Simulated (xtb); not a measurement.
Al(F)(Br)(Et) (C2H5AlBrF), SMILES [F][Al]([Br])[CH2]C. All values are semi-empirical tight-binding results from xtb (GFN2-xTB unless named), good for trends rather than for accurate numbers. The structure is a stationary point at GFN2-xTB. The structure was generated by enumeration; whether it is a known compound was not checked. The values are those of a single conformer.

Optimised geometry:

Bond lengths (Å): Al1–F2 1.650, Al1–Br3 2.257, Al1–C4 1.992, C4–C5 1.535, C4–H6 1.097, C4–H7 1.097, C5–H8 1.089, C5–H9 1.089, C5–H10 1.090. Bond angles (°): F2–Al1–Br3 116.5, F2–Al1–C4 119.7, Br3–Al1–C4 123.8, Al1–C4–C5 110.4, Al1–C4–H6 111.0, Al1–C4–H7 110.9, C5–C4–H6 109.8, C5–C4–H7 109.7, H6–C4–H7 105.0, C4–C5–H8 110.8, C4–C5–H9 110.8, C4–C5–H10 111.0, H8–C5–H9 107.6, H8–C5–H10 108.3, H9–C5–H10 108.3.

For metal compounds this method's bond lengths and energies can be far off.

- orbital gap = 3.99 eV
- zero-point energy = 41.8 kcal/mol
- G − E(el) at 298.15 K (modified RRHO) = 20.5 kcal/mol

Computed atomic charges and the Wiberg bond orders between heavy atoms:
charges (e) Al1 0.44, F2 -0.26, Br3 -0.18, C4 -0.15, C5 -0.10, H6 0.06, H7 0.06, H8 0.05, H9 0.05, H10 0.04. Bond orders Al1–F2 1.23, Al1–Br3 1.25, Al1–C4 1.00, C4–C5 1.00.
